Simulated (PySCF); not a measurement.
**Radial density of Ti¹³⁺ (titanium, charge +13)**

UHF, [He] 2s2 2p5, 2P determinant. Calculation: PySCF 2.14, in an uncontracted even-tempered set (20 s from 1.8 bohr⁻², ratio 2.2; 12 p from 2.4 bohr⁻², ratio 2.2; 6 d from 14 bohr⁻², ratio 2.4; 5 f from 22 bohr⁻², ratio 2.4; 5 g from 32 bohr⁻², ratio 2.4); the spin-free X2C one-electron Hamiltonian (Gaussian nucleus).

```tsv
r (bohr)	4πr²ρ (e/bohr)	4πr²(ρα − ρβ)
0.00151	0.2440	0.0000
0.00254	0.6279	0.0000
0.00427	1.571	0.0001
0.00718	3.749	0.0004
0.0121	8.248	0.0024
0.0203	15.78	0.0145
0.0342	23.89	0.0819
0.0575	24.98	0.3926
0.0967	18.24	1.4014
0.163	20.30	3.0854
0.274	22.36	3.0874
0.460	6.991	0.8546
0.774	0.2644	0.0292
1.30	0.0002700	0.0000
```

Densities and radii are taken from the X2C orbitals without a picture-change correction, which distorts them close to the nucleus.
